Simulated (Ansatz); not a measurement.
Computed with Ansatz on PBE0-D4/def2-TZVP structures; ΔE is electronic, products minus reactants. CCSD(T)/CBS is the MP2 limit (def2-TZVPP, def2-QZVPP) plus CCSD(T) − MP2 in def2-TZVPP, frozen cores. This one scheme is used for every species. Functionals use def2-TZVPP. One conformer a species, not always the lowest.

Reaction (ligand exchange at a B–C bond): `OBC(F)S` + `[SiH3]N[SiH3]` → `OBN([SiH3])[SiH3]` + `FCS`

```tsv
species	ωB97X-V energy (Eh)
`OBC(F)S`	-638.64246
`[SiH3]N[SiH3]`	-637.91645
`OBN([SiH3])[SiH3]`	-738.69566
`FCS`	-537.90138
```

(1) Work out ΔE.

Largest T1 diagnostic among the species: 0.013.

Answers

(1) ΔE = (-738.69566) + (-537.90138) − (-638.64246) − (-637.91645) = -0.03813 Eh = -1.04 eV. CCSD(T)/CBS gives -1.07 eV.

The D4 term adds −0.04 eV with B3LYP and −0.02 eV with PBE0; it sums over pairs of atoms, weighted by their polarisabilities, and B3LYP, whose exchange is more repulsive, gets the larger term. From PBE to PBE0 (25 % exact exchange), in def2-TZVPP and without D4, ΔE moves by −0.04 eV.

B3LYP here is the variant with VWN-RPA as its local correlation; programs differ in this.
